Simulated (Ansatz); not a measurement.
Basis-set extrapolation for FH4NOSi, SMILES `N[SiH](O)F` (PBE0-D4/def2-TZVP geometry, frozen core, the Gaussian-basis code of Ansatz). Multiplicity 1, RHF reference.

```json
{"": "HF", "def2-TZVPP": "-520.299562", "def2-QZVPP": "-520.320867"}
{"": "MP2 correlation", "def2-TZVPP": "-0.825068", "def2-QZVPP": "-0.895261"}
{"": "CCSD(T) correlation", "def2-TZVPP": "-0.871261", "def2-QZVPP": "-0.938067"}
```

Energies in hartree. Use E(X) = E(∞) + A·exp(−7.88·√X) for Hartree–Fock and E(X) = E(∞) + B·X^(−2.97) for correlation, with X = 3 and 4.

Task: What is the CCSD(T) energy at the basis-set limit?

Result: HF limit: -520.320867 + (-0.021305) × 0.13774 = -520.32380. Correlation limit: -0.938067 + (-0.066806) × 0.74074 = -0.98755. Total: -521.31135 hartree, 3.82 eV below CCSD(T)/def2-TZVPP.
